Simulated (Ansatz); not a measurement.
C₄H₁₃NSi⁺, that is SiH2Me(NMeEt) with one electron fewer. Total charge 1; doublet. Geometry r2SCAN-D4/def2-SVP, that of the neutral singlet; atoms count from 1.

```csv
atom,x (Å),y (Å),z (Å)
Si1,-0.8942,1.1538,0.1935
H2,-0.1563,2.0692,1.1379
H3,-1.0712,1.9017,-1.0901
C4,-2.5514,0.7612,0.9816
H5,-3.1331,1.6900,1.1005
H6,-2.4415,0.3178,1.9843
H7,-3.1366,0.0670,0.3576
N8,-0.0443,-0.3107,-0.2219
C9,0.0439,-1.4209,0.7042
C10,0.9596,-0.3160,-1.2767
C11,2.3863,-0.0104,-0.8189
H12,0.0650,-2.3812,0.1537
H13,0.9414,-1.3977,1.3569
H14,-0.8376,-1.4452,1.3641
H15,0.9391,-1.3069,-1.7754
H16,0.6580,0.4188,-2.0438
H17,3.0840,-0.0328,-1.6716
H18,2.4455,0.9881,-0.3554
H19,2.7434,-0.7459,-0.0805
```

(1) Estimate the Mulliken populations from the PBE0/def2-TZVP orbitals of Ansatz.

(2) Where does the spin sit?

(3) And the Mayer bond orders between heavy atoms (over 0.3)?

## Answers

(1) 
```csv
atom,charge (e),spin (α − β)
Si1,0.20,-0.03
H2,0.08,0.09
H3,0.05,0.01
C4,-0.51,0.02
H5,0.19,0.00
H6,0.17,0.00
H7,0.18,0.00
N8,0.07,0.77
C9,-0.36,-0.04
C10,-0.17,-0.04
C11,-0.40,0.08
H12,0.20,0.03
H13,0.22,0.07
H14,0.19,0.00
H15,0.19,0.03
H16,0.18,0.01
H17,0.19,0.00
H18,0.17,0.00
H19,0.16,0.00
```
Mulliken values depend strongly on the basis.

(2) Summed by element: Si -0.03, H 0.24, C 0.02, N 0.77, of 1 unpaired in all. Largest on single atoms: N8 0.77, H2 0.09, C11 0.08.

(3) Si1–C4 1.06 (1.88 Å); Si1–N8 0.94 (1.74 Å); N8–C9 0.98 (1.45 Å); N8–C10 0.94 (1.46 Å); C10–C11 0.96 (1.53 Å).
